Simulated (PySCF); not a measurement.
PySCF job for C4H7FSi, SMILES C=C/C=C(\F)[SiH3], KT2/pcSseg-1. The structure is a stationary point at ωB97X-D3(BJ)/def2-SVP. The structure was generated by enumeration; whether it is a known compound was not checked. One conformer was computed; it need not be the lowest.

```python
import numpy as np
from pyscf import gto, scf, dft
from pyscf.prop.nmr import rks as nmr

mol = gto.M(
    atom='''
    C     0.51502332   -3.16732545   -0.00000000
    C    -0.17991180   -2.02306263   -0.00000000
    C     0.44500886   -0.69726513   -0.00000000
    C    -0.23194852    0.46049182   -0.00000000
    F    -1.58918159    0.43307185    0.00000000
    Si    0.50261473    2.19499918   -0.00000000
    H     1.61068183   -3.17010272    0.00000001
    H     0.01277417   -4.13884063   -0.00000000
    H    -1.27437370   -2.04458813    0.00000000
    H     1.53830335   -0.64039189   -0.00000000
    H     0.05201420    2.93519146   -1.21160922
    H     1.98558288    2.05887365   -0.00000000
    H     0.05201420    2.93519146    1.21160922
    ''',
    basis='pcSseg-1',
    charge=0,
    spin=0,
    max_memory=1600,
    verbose=3,
)
mf = dft.RKS(mol, xc='kt2')
mf.grids.level = 3
mf.conv_tol = 1e-10
mf.max_cycle = 100
mf.kernel()
n = nmr.NMR(mf)
n.verbose = 2
n.max_cycle_cphf = 60
sigma = n.kernel()
print('atom   isotropic/ppm   span/ppm')
for i, s in enumerate(sigma):
    w = np.linalg.eigvalsh((s + s.T) / 2)
    print(f'{mol.atom_symbol(i):2s}{i + 1:3d} {w.mean():14.3f} {w[2] - w[0]:11.3f}')
```

It prints:

```
converged SCF energy = -552.477019237035
atom   isotropic/ppm   span/ppm
C   1         68.656     179.170
C   2         56.626     218.379
C   3         57.665     172.529
C   4         23.545     108.106
F   5        256.351     278.337
Si  6        439.927      58.355
H   7         25.981       5.907
H   8         26.035       5.177
H   9         24.409       6.333
H  10         25.563       6.538
H  11         26.847       7.633
H  12         27.223       7.109
H  13         26.847       7.633
```

The run converged.

Cost: about 28 core-seconds (a rough figure).
